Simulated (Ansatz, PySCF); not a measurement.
CH₁₂N₂Si₃, SMILES N[SiH2]C(N)([SiH3])[SiH3].

Coordinates come from a PBE0-D3(BJ)/def2-SVP optimisation. A frequency run showed that this geometry is not a minimum. The structure was generated by enumeration, and PubChem lists no compound with its InChIKey, so it may never have been made. One conformer was computed; it need not be the lowest.

Vertical ionisation energy (IE) and electron affinity (EA) in eV. Rows of orbital energies are one-electron estimates. Where ΔSCF, EOM or ADC give a negative EA the extra electron is unbound and the value depends on the basis.

| level | IE | EA |
|---|---|---|
| −ε(HOMO), −ε(LUMO), M06-2X/def2-TZVP (PySCF) | 7.82 | -0.63 |
| −ε(HOMO), −ε(LUMO), PBE/def2-TZVP (PySCF) | 5.32 | 0.86 |
| ΔSCF, PBE0/def2-SVPD (Ansatz), final states of multiplicity 2 and 2 | 8.38 | -1.07 |
| ΔSCF, PBE/def2-SVPD (Ansatz), final states of multiplicity 2 and 2 | ? | ? |

Problem. Fill in the missing entries. (An estimate is asked for; the answer gives what the named calculation found.)

Solution. 
- ΔSCF, PBE/def2-SVPD (Ansatz, a quantum-chemistry and plane-wave program), final states of multiplicity 2 and 2, IE: 8.04
- ΔSCF, PBE/def2-SVPD (Ansatz), final states of multiplicity 2 and 2, EA: -0.83

Problem. What vertical singlet–triplet gap does ΔSCF give with PBE0/def2-SVPD (Ansatz) and with PBE/def2-SVPD (Ansatz)? (An estimate is asked for; the answer gives what the named calculation found.)

Solution. 5.08 and 4.54 eV (triplet above singlet where positive).
